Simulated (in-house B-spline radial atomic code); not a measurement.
Values are calculated unless marked as measured or tabulated.
# Correlation energy from the adiabatic connection: ω²r²/2 − Z/r, ω = 0.181, Z = 1

Two electrons in a singlet, external potential ω²r²/2 − Z/r, ω = 0.181, Z = 1 (atomic units). Full CI in B-splines (partial waves to l = 8, correlation up to 0.6 % small) with the density held fixed gives W(λ) = <V_ee>_λ − U, and E_c is the integral of W(λ) − W(0) from 0 to 1.

```csv
λ,W(λ) − W(0) (hartree)
0,0.00000
0.02,-0.00186
0.05,-0.00459
0.12,-0.01069
0.25,-0.02111
0.4,-0.03187
0.6,-0.04444
0.8,-0.05535
1,-0.06488
```

(1) Integrate the table by the trapezoid rule.

(2) Now use only three numbers: W(0) = -0.52648, the initial slope W'(0) = -0.09376 (extrapolated from the first points) and the strong-coupling limit of the point-charge-plus-continuum model, W∞ = -0.7415. What do second-order theory and the interpolation W(λ) = W∞ + (W(0) − W∞)/√(1 + 2χλ) of Seidl, Perdew and Levy give?

Answers

(1) The strips give -0.00002, -0.00010, -0.00053, -0.00207, -0.00397, -0.00763, -0.00998, -0.01202, which sum to -0.03632 hartree. The direct value, W(1) − W(0) + T_c with T_c = 0.02845, is -0.03643; the curve is convex, so chords lie above it and the trapezoids fall short in size by 0.29 %.

(2) Second order keeps the slope alone: E_c = W'(0)/2 = -0.04688, +29 % in size against -0.03643. Matching the slope fixes χ = W'(0)/(W∞ − W(0)) = -0.09376/(-0.21502) = 0.43605. Integrating, with s = √(1 + 2χ) = 1.368249, E_c = −(W(0) − W∞)(s − 1)/(s + 1) = −0.21502 × 0.368249/2.368249 = -0.03343 hartree, -8.2 % in size against the full result. At λ = 1 the formula gives W − W(0) = -0.05787 against -0.06488. Part of the miss can come from the model's W∞.
